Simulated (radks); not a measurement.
The numbers below are computed, except where a source is named.
Ba V, 52 electrons, occupied as [Kr] 4d10 5s2 5p4 (the NIST ground configuration).

Level of theory: Dirac Kohn-Sham, Wu-Cohen GGA, spin-unpolarised, spherical densities, finite nucleus; open shells fill j = l - 1/2 first; Fermi nuclear charge, rms radius 4.8378 fm (a radial shooting solver on a logarithmic mesh with Libxc functionals).

Energy parts (Ry):
total: -16269.0886
kinetic: 17366.4759
electron-nucleus: -39417.7115
Hartree: 6174.4369
exchange-correlation: -392.2898

Orbitals (lengths in bohr, moments of r in powers of bohr; r(max) is where P^2 peaks):
orbital  occ.  eigenvalue (Ry)      <r^2>      <r>   <1/r>   r(max)
1s1/2       2        -2738.724  0.0008887  0.02558   60.69  0.01643
2s1/2       2        -435.2070    0.01415   0.1093   14.25  0.09304
2p1/2       2        -410.2177    0.01041  0.09193   14.24  0.07106
2p3/2       4        -382.1562    0.01168  0.09792   12.99  0.07613
3s1/2       2        -94.17253    0.09737   0.2917   5.119   0.2666
3p1/2       2        -83.66911    0.09214   0.2816   5.032   0.2531
3p3/2       4        -78.24583    0.09989   0.2935   4.723   0.2642
3d3/2       4        -59.78212    0.08262   0.2644   4.585   0.2132
3d5/2       6        -58.62586    0.08483   0.2681   4.506   0.2164
4s1/2       2        -20.79546     0.5120   0.6734   2.105   0.6251
4p1/2       2        -16.97367     0.5514   0.6961   2.000   0.6370
4p3/2       4        -15.83790     0.5950   0.7233   1.900   0.6611
4d3/2       4         -9.58512     0.7277   0.7918   1.676   0.6900
4d5/2       6         -9.39135     0.7457   0.8016   1.651   0.6981
5s1/2       2         -5.15726      2.769    1.574  0.8430    1.446
5p1/2       2         -4.08943      3.370    1.734  0.7579    1.574
5p3/2       2         -3.90530      3.614    1.796  0.7269    1.633

The highest occupied level is 5p3/2 at -53.134 eV. For comparison, the ionisation energy in NIST's Atomic Spectra Database is 58 eV (theoretical). In exact Kohn-Sham theory the highest level is minus the ionisation energy, but local and semilocal functionals leave it too shallow, through self-interaction and a potential that decays too fast; potentials with the right tail come closer. The density falls to 0.001 e/bohr^3 at r = 3.38 bohr. The electron density at the nucleus is 3.226e+05 e/bohr^3. Summed over all electrons, <r^2> = 33.11 bohr^2, which gives a Langevin (diamagnetic) susceptibility term of -26.2 x 10^-6 cm^3/mol.

Beside tabulated values, note that spin-unpolarised runs miss the spin-polarisation part of the exchange energy of open shells.
